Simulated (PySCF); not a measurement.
# Electron correlation in S+ (sulfur, charge +1)

[Ne] 3s1 3p3 4s1, high-spin 6S determinant (an excited configuration). Calculation: PySCF 2.14, in aug-cc-pwCVDZ; the non-relativistic Hamiltonian (point nucleus). Frozen: 1s2; 13 electrons correlated.

MP2 pair energies summed by pair of shells (mhartree):

```csv
pair,energy,share (%)
2p-2p,-87.29,52.1
2s-2p,-24.28,14.5
3p-3p,-17.91,10.7
2p-3p,-15.10,9.0
3p-4s,-8.12,4.8
2s-2s,-4.71,2.8
2p-3s,-4.03,2.4
2s-3p,-2.50,1.5
3s-3p,-1.67,1.0
2p-4s,-0.88,0.5
2s-3s,-0.66,0.4
3s-4s,-0.30,0.2
2s-4s,-0.09,0.1
```

Total MP2 correlation energy: -167.54 mhartree.

Same-spin part -68.96 and opposite-spin part -98.58 mhartree; SCS-MP2 scales them by 1/3 and 6/5 to -141.28 mhartree.
